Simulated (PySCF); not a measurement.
Which is lower?

Two relaxed structures of SiNHTe, closed shell (PBE0-D4/def2-TZVP; forces vanish, vibrations not checked).

A:

N1  (0.472, -0.991, -0.492)
Si2  (0.137, 0.549, -0.019)
Te3  (-1.159, -1.477, 0.818)
H4  (0.994, -1.671, -1.015)
(Å)

B:

```xyz
4
angstrom
N 0.4418 -1.0516 -0.6578
Si 0.1617 0.4329 -0.0635
Te -1.2643 -1.1650 0.9086
H 0.6497 1.8254 -0.2065
```

Computed with PySCF 2.14 with density fitting (its default auxiliary sets; JK sets also for MP2 and CCSD(T)) (basis: def2-TZVPP); correlated methods freeze the cores. Filled d shells of the heavier atoms are correlated. Core potentials replace the inner electrons of the atoms past krypton. The def2 sets are not built for correlating such inner shells, so the correlated values are less sure here. B3LYP uses VWN-RPA correlation.

**Question.** Which structure is lower at CCSD(T), and by how much? (Judge from chemistry; the value comes from the calculation.)

**Answer.** By the calculation: A, by 186.6 kJ/mol (electronic energy, against the other). By their contacts, A is SiNHTe ([NH]1[Si][Te]1) and B is SiNHTe ([N]1[SiH][Te]1).

All methods give the same order:

```csv
method,E(B) − E(A) (kJ/mol)
PBE-D4,180.8
r2SCAN-D4,181.9
PBE0-D4,202.6
B3LYP-D4,199.9
wB97M-V,221.5
HF,242.8
MP2,180.3
CCSD,203.9
CCSD(T),186.6
```

No T1 diagnostic of these runs exceeds 0.024. The restricted Hartree–Fock reference is unstable towards an unrestricted one at one or more of these structures.

Labels in which every atom is bracketed show which atoms are joined, not bond orders.

For scale, one of the runs: CCSD(T)/def2-TZVPP, 137 basis functions, launched by `OMP_NUM_THREADS=2 python run.py`. Time: 3.6 min of wall clock on 2 CPU threads of an Arm Neoverse V1; the host was shared. Peak host memory: 0.96 GiB.
